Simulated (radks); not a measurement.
Results of a calculation; reference values are marked as such.
Question: Ionisation of neutral hafnium, [Xe] 4f14 5d2 6s2, to Hf+, [Xe] 4f14 5d1 6s2, under several functionals. Scalar-relativistic Kohn-Sham, spin-unpolarised, spherical densities, finite nucleus; a radial shooting solver on a logarithmic mesh with Libxc functionals. The NIST Atomic Spectra Database gives 6.825 eV (measured). Rank these functionals by the error of their Delta-SCF ionisation energy: SOGGA; XLYP; r2SCAN; LDA (Slater exchange, Perdew-Wang correlation); LDA (Slater exchange, VWN5 correlation); MS2 meta-GGA.

Answer: From best to worst: LDA (Slater exchange, VWN5 correlation) 6.731 eV (-0.094); LDA (Slater exchange, Perdew-Wang correlation) 6.730 eV (-0.095); MS2 meta-GGA 6.494 eV (-0.331); SOGGA 6.443 eV (-0.382); r2SCAN 6.398 eV (-0.427); XLYP 6.397 eV (-0.428). Spin polarisation and multiplet splitting are left out, so open shells lie too high by an amount that depends on their filling. Spin-orbit splitting is averaged out at the scalar-relativistic level.

Beside tabulated values, note that spin-unpolarised runs miss the spin-polarisation part of the exchange energy of open shells.
